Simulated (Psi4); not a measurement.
Process, species as SMILES: BN (BH2-NH2) → B[NH-] + H+
B3LYP-D3(BJ)/def2-TZVP geometries, fixed; electronic energies without zero-point terms.

Effect of the integral screening threshold at MP2/cc-pVTZ with Psi4, against the last row, where the deprotonation energy is 390.98 kcal/mol. Cores are frozen. The proton leaves the site shown, which need not be the most acidic.

| setting | largest shift of a total energy (mEh) | shift of the deprotonation energy (kcal/mol) |
|---|---|---|
| ints_tolerance: 1e-6 | 0.001 | 0.000 |
| ints_tolerance: 1e-8 | 0.000 | 0.000 |
| ints_tolerance: 1e-10 | 0.000 | 0.000 |
| ints_tolerance: 1e-14 | 0.000 | 0.000 |

Within 0.02 kcal/mol in the deprotonation energy: ints_tolerance: 1e-6; ints_tolerance: 1e-8; ints_tolerance: 1e-10. The largest shift is 0.001 mEh in a total energy and 0.000 kcal/mol in the difference.
